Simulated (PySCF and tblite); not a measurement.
Results of a calculation; reference values are marked as such.
C₇H₁₁F, numbered as in [CH2:1]=[C:2]1[CH2:3][CH2:4][CH2:5][C@H:6]([F:7])[CH2:8]1.

Level: PBE0-D3(BJ)/def2-SVPD (IEF-PCM, chloroform)//PBE0-D3(BJ)/def2-SVP, thermal terms from GFN2-xTB, symmetry numbers and mirror pairs counted. Conformers within 3 kcal/mol (GFN2-xTB free energy) were kept, 8 at most. (PySCF 2.14, tblite 0.8.)

The 6-ring runs over atoms 2–3–4–5–6–8.

| conformer | shape | symmetry |
| --- | --- | --- |
| 1 | 6-ring chair (all substituents equatorial) | C1 |
| 2 | 6-ring chair (F7 axial) | C1 |

Problem. Which of these conformers is the most populated at 298.15 K, and with what share?

Solution. Conformer 1, about 67 %. The lead over the next is within the error of the method.

Problem. Give the DFT energies and free energies relative to the lowest, and all weights.

Solution. 
| conformer | shape | E(DFT) kcal/mol | G(298.15 K) kcal/mol | weight % |
| --- | --- | --- | --- | --- |
| 1 | 6-ring chair (all substituents equatorial) | 0.00 | 0.00 | 67.3 |
| 2 | 6-ring chair (F7 axial) | 0.41 | 0.43 | 32.7 |

Problem. How does its share change from 180 K to 400 K?

Solution. From 75 % to 64 %; the mixing entropy goes from 1.12 to 1.29 cal/(mol K).
